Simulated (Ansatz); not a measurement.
Gas-phase electronic energies from Ansatz, PBE0-D4/def2-TZVP geometries. CBS: MP2 limit from def2 TZ/QZ plus the TZ coupled-cluster correction, frozen cores. This one scheme is used for every species. DFT in def2-TZVPP. Each species was taken in one conformer, which may not be the lowest.

Reaction (ligand exchange at the Al–C bond): `O[C]1([AlH2])CC1` + `O[SiH](O)[SiH3]` → `O[SiH]([SiH3])[O][AlH2]` + `OC1CC1`

```tsv
level	ΔE (kJ/mol)
PBE	-158.5
PBE0	-166.9
HF/def2-TZVPP	-199.9
SCS-MP2/def2-TZVPP	-179.1
```

Problem. What does CCSD(T)/CBS give? (Estimate.)

Solution. Ansatz gave: -172.7 kJ/mol. The listed levels differ from it by 14.2, 5.8, -27.2, -6.4 kJ/mol.

Largest T1 diagnostic among the species: 0.013.

In def2-TZVPP, CCSD(T) changes the Hartree–Fock value by +25.2 kJ/mol (the triples alone add +4.7 kJ/mol) and MP2 by +24.8 kJ/mol. From PBE to PBE0 (25 % exact exchange), in def2-TZVPP and without D4, ΔE moves by −8.4 kJ/mol.
